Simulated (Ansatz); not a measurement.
Input for Ansatz (an electronic-structure program): U-CCSD(T)/aug-cc-pVTZ on BeH2O (SMILES [BeH][OH]), a point of a bond scan (R = 1.195 Å).

Ansatz 0.2 input:
```yaml
crystal:
  periodic: [false, false, false]
  atoms:
    - {symbol: Be, position_ang: [-0.78408142, -0.35296304, 0.02982263]}
    - {symbol: H, position_ang: [-1.87417443, -0.84072936, 0.07484630]}
    - {symbol: O, position_ang: [0.51114037, 0.18521819, -0.07360318]}
    - {symbol: H, position_ang: [1.04249858, 0.82503224, 0.38968601]}
basis:
  gaussian:
    orbitals: aug-cc-pVTZ
correlation: {method: ccsd_t, electrons: outside_noble_gas}
scf: {omitted_lower_state_checks: [cluster_reference]}
magnetization: {spin_polarized: true, initial_magnetization: 0}
```

Program output:

```
WARN ansatz: RAYON_NUM_THREADS=1 ignored (pool sized by the plan → 1); use --threads N
Functional definition: HF
these checks for a lower state are left out or cut short: cluster_reference
integrals: 0.45 GiB planned
811 factors; integrals over basis functions are off by at most 9.0e-4 eV
mean field: 0.31 GiB planned
mean field evaluation 1: about -2466.2998 eV, gradient 2.8e1 eV
mean field evaluation 2: about -2466.3000 eV, gradient 2.8e1 eV
mean field evaluation 4: about -2469.3284 eV, gradient 1.4e0 eV
mean field evaluation 8: about -2469.3492 eV, gradient 5.7e-4 eV
mean field -2469.34918051 eV, -90.7469085986 hartree, gradient 1.3e-6 eV, S^2 0.000000; 0 other end points of the search recorded, 0 dependent functions left out
2 core orbitals not correlated
reference -2469.34918051 eV, -90.7469085986 hartree; 5, 5 occupied and 131, 131 virtual orbitals, 811 factors
second order -8.31660755 eV of doubles, -0.00000000 eV of singles
coupled cluster: 1.12 GiB planned
cycle   1  -8.31154790 eV  change    5.1e-3 eV  update   6.4e-2
cycle   2  -8.50293665 eV  change   -1.9e-1 eV  update   1.9e-2
cycle   3  -8.55778602 eV  change   -5.5e-2 eV  update   1.0e-2
cycle   4  -8.55295194 eV  change    4.8e-3 eV  update   2.3e-3
cycle   5  -8.55211907 eV  change    8.3e-4 eV  update   1.1e-3
cycle   6  -8.55233967 eV  change   -2.2e-4 eV  update   2.7e-4
cycle   7  -8.55227588 eV  change    6.4e-5 eV  update   9.6e-5
cycle   8  -8.55226540 eV  change    1.0e-5 eV  update   2.5e-5
cycle   9  -8.55226956 eV  change   -4.2e-6 eV  update   8.7e-6
perturbative correction -0.28179690 eV, -0.0103558449 hartree
Total energy: -2478.18324696 eV, -91.0715545529 hartree
Checks for a lower state left out: cluster_reference
```

Self-consistency was reached.

Cost: roughly 14 core-seconds.
